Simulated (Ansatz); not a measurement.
Start from `[OH][Ti]([OH])([OH])[I]` and change one atom or group to get `[OH][Ti]([OH])([F])[I]`.

Ansatz, PBE0-D4/def2-TZVP geometries, multiplicity 1. Each molecule was computed in one conformer, which needn't be the lowest.

Elements past krypton have def2 core potentials. Scalar relativity is left out up to krypton. Spin–orbit coupling is left out; it splits and shifts lone-pair levels of the heavy atoms by tenths of an eV.

```json
{"property": "HOMO–LUMO gap (B3LYP/def2-TZVPP) / eV", "`[OH][Ti]([OH])([OH])[I]`": "4.75"}
{"property": "HOMO energy (PBE/def2-TZVPP) / eV", "`[OH][Ti]([OH])([OH])[I]`": "-6.23"}
{"property": "LUMO energy (ωB97M-V/def2-TZVPP) / eV", "`[OH][Ti]([OH])([OH])[I]`": "0.05"}
{"property": "zero-point energy (PBE0-D4/def2-TZVP) / kJ/mol", "`[OH][Ti]([OH])([OH])[I]`": "102.7"}
{"property": "LUMO energy (PBE/def2-TZVPP) / eV", "`[OH][Ti]([OH])([OH])[I]`": "-3.03"}
{"property": "LUMO energy (B3LYP/def2-TZVPP) / eV", "`[OH][Ti]([OH])([OH])[I]`": "-2.38"}
```

Problem. What does the change do to each property? (Best estimate.)

Solution. Computed: 
```tsv
property	`[OH][Ti]([OH])([F])[I]`	shift
HOMO–LUMO gap (B3LYP/def2-TZVPP) / eV	4.64	-0.11
HOMO energy (PBE/def2-TZVPP) / eV	-6.50	-0.27
LUMO energy (ωB97M-V/def2-TZVPP) / eV	-0.31	-0.36
zero-point energy (PBE0-D4/def2-TZVP) / kJ/mol	75.1	-27.6
LUMO energy (PBE/def2-TZVPP) / eV	-3.40	-0.37
LUMO energy (B3LYP/def2-TZVPP) / eV	-2.76	-0.38
```

With PBE0 the HOMO falls by 0.27 eV and the LUMO falls by 0.38 eV, so the gap narrows by about 0.11 eV. PBE moves the HOMO by -0.27 eV and ωB97M-V by -0.26 eV. The zero-point energy changes by -27.6 kJ/mol with -3 modes.

B3LYP here is the variant with VWN-RPA as its local correlation; programs differ in this.
